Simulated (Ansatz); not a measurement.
Calculation: frozen-core CCSD(T)/cc-pVTZ // PBE0-D4/def2-TZVP (Ansatz, an electronic-structure program).

Ansatz 0.2 input:
```yaml
crystal:
  periodic: [false, false, false]
  atoms:
    - { symbol: B, position_ang: [-0.03938, 0.022184, -0.000003] }
    - { symbol: O, position_ang: [1.230823, -0.252337, -0.000007] }
    - { symbol: H, position_ang: [-1.191444, 0.271155, 0.00001] }
basis:
  gaussian: { orbitals: cc-pVTZ }
correlation:
  method: ccsd_t
total_charge: 1
magnetization:
  spin_polarized: true
  initial_magnetization: 1
```

Output:

```
Functional definition: HF
439 factors; integrals over basis functions are off by at most 1.4e-3 eV
mean field evaluation 1: about -2696.8284 eV, gradient 5.7e1 eV
mean field evaluation 2: about -2696.8276 eV, gradient 5.7e1 eV
mean field evaluation 4: about -2710.9578 eV, gradient 6.4e0 eV
mean field evaluation 8: about -2713.1778 eV, gradient 1.3e0 eV
mean field evaluation 16: about -2713.1972 eV, gradient 2.9e-2 eV
mean field evaluation 32: about -2712.6046 eV, gradient 4.6e0 eV
mean field evaluation 64: about -2715.4806 eV, gradient 1.3e-6 eV
mean field evaluation 96: about -2707.7535 eV, gradient 7.6e-1 eV
mean field evaluation 128: about -2715.4806 eV, gradient 6.1e-2 eV
mean field evaluation 160: about -2715.4802 eV, gradient 2.8e-1 eV
mean field evaluation 192: about -2711.3391 eV, gradient 8.9e0 eV
mean field evaluation 224: about -2709.5272 eV, gradient 3.1e1 eV
mean field evaluation 256: about -2711.0999 eV, gradient 9.0e0 eV
mean field evaluation 288: about -2704.8586 eV, gradient 9.8e-1 eV
mean field evaluation 320: about -2704.0727 eV, gradient 1.6e-1 eV
mean field evaluation 352: about -2706.1835 eV, gradient 9.1e-1 eV
mean field evaluation 384: about -2706.1919 eV, gradient 3.6e-4 eV
mean field evaluation 416: about -2705.1335 eV, gradient 8.3e-1 eV
mean field evaluation 448: about -2705.1974 eV, gradient 5.9e-3 eV
mean field evaluation 480: about -2706.4378 eV, gradient 7.1e-4 eV
mean field evaluation 512: about -2715.4806 eV, gradient 1.7e-3 eV
mean field -2715.48059509 eV, -99.7920712508 hartree, gradient 1.3e-6 eV, S^2 0.757202; 7 other end points of the search recorded, 0 dependent functions left out
determinant -2715.48059509 eV, -99.7920712508 hartree, with singles and doubles -2722.84434641 eV, -100.0626841202 hartree
determinant -2713.19720908 eV, -99.7081583625 hartree, with singles and doubles -2720.84088935 eV, -99.9890584313 hartree
2 core orbitals not correlated
reference -2715.48059509 eV, -99.7920712508 hartree; 5, 4 occupied and 67, 68 virtual orbitals, 439 factors
second order -6.74708742 eV of doubles, -0.00000000 eV of singles
cycle   1  -7.28247526 eV  change   -7.9e-1 eV  update   2.0e-2
cycle   2  -7.30521049 eV  change   -2.3e-2 eV  update   4.6e-3
cycle   3  -7.30618535 eV  change   -9.7e-4 eV  update   2.4e-3
cycle   4  -7.30849201 eV  change   -2.3e-3 eV  update   8.5e-4
cycle   5  -7.30897289 eV  change   -4.8e-4 eV  update   3.5e-4
cycle   6  -7.30907600 eV  change   -1.0e-4 eV  update   1.2e-4
cycle   7  -7.30911893 eV  change   -4.3e-5 eV  update   5.5e-5
cycle   8  -7.30914211 eV  change   -2.3e-5 eV  update   2.3e-5
cycle   9  -7.30913817 eV  change    3.9e-6 eV  update   8.1e-6
perturbative correction -0.23568756 eV, -0.0086613582 hartree
Total energy: -2723.02542082 eV, -100.0693384824 hartree
```

Cost: about 11 core-seconds (a rough figure).
